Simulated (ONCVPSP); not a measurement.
An odd input for ONCVPSP 4.0.1 (technetium)

Command:

```bash
oncvpsp.x < Tc.dat > Tc.out
```

Input:

```
# ATOM AND REFERENCE CONFIGURATION
# atsym  z   nc   nv     iexc    psfile
  Tc 43.00    8    3        3      upf
#
#   n    l    f
    1    0    2.00
    2    0    2.00
    2    1    6.00
    3    0    2.00
    3    1    6.00
    3    2   10.00
    4    0    2.00
    4    1    6.00
    4    2    5.00
    5    0    1.00
    5    1    1.00
#
# PSEUDOPOTENTIAL AND OPTIMIZATION
# lmax
    2
#
#   l,   rc,      ep,       ncon, nbas, qcut
    0    2.10    0.00    3    8    2.50
    1    3.50    0.00    4    8    2.50
    2    1.70    0.00    4    8   18.00
#
# LOCAL POTENTIAL
# lloc, lpopt,  rc(5),   dvloc0
    2    5    1.70    0.00
#
# VANDERBILT-KLEINMAN-BYLANDER PROJECTORs
# l, nproj, debl
    0    2    3.40
    1    3    3.70
    2    0    2.40
#
# MODEL CORE CHARGE
# icmod, fcfact, rcfact
    3    5.00    1.60
#
# LOG DERIVATIVE ANALYSIS
# epsh1, epsh2, depsh
   -2.00    5.00    0.02
#
# OUTPUT GRID
# rlmax, drl
    6.00    0.01
#
# TEST CONFIGURATIONS
# ncnf
    4
# nvcnf
#   n    l    f
    3
    4    2    5.00
    5    0    2.00
    5    1    0.00
#
    3
    4    2    5.00
    5    0    1.00
    5    1    0.00
#
    3
    4    2    5.00
    5    0    0.00
    5    1    0.00
#
    3
    4    2    5.00
    5    0    0.00
    5    1    2.00
#
```

Output (end):

```
         Ha          eV             Ha
         0.01000     0.27211        0.56
         0.00100     0.02721        1.57
         0.00010     0.00272        3.04
         0.00001     0.00027       13.19

Calculating optimized projector #   2

 for l=   1

    Fraction of norm inside rc  0.176331
    Optimizing pswf for qcut=   2.50 a_B^-1,  ecut=   3.12 Ha
    Residual kinetic energy error=  4.00D-01 Ha

    Energy error per electron        Cutoff
         Ha          eV             Ha
         0.01000     0.27211        8.80
         0.00100     0.02721       20.24
         0.00010     0.00272       23.69
         0.00001     0.00027       31.65

Calculating optimized projector #   3

 for l=   1

    Fraction of norm inside rc  0.142581
    Optimizing pswf for qcut=   2.50 a_B^-1,  ecut=   3.12 Ha
    Residual kinetic energy error=  1.62D+00 Ha

    Energy error per electron        Cutoff
         Ha          eV             Ha
         0.01000     0.27211       15.67
         0.00100     0.02721       27.29
         0.00010     0.00272       31.32
         0.00001     0.00027       41.11

Calculating optimized projector #   1

 for l=   2

    Fraction of norm inside rc  0.586036
    Optimizing pswf for qcut=  18.01 a_B^-1,  ecut= 162.16 Ha
    Residual kinetic energy error=  1.40D-10 Ha
 ERROR pspot:  first pseudo wave function has node,          program will stop
 ERROR pspot: try changing psp parameters for this l
```

Question: This input was made by a single change from one that runs to its end. What was changed?

Answer: The change: qcut of l = 2 set to 18.00. The program stops during the generation: "ERROR pspot: first pseudo wave function has node, program will stop".
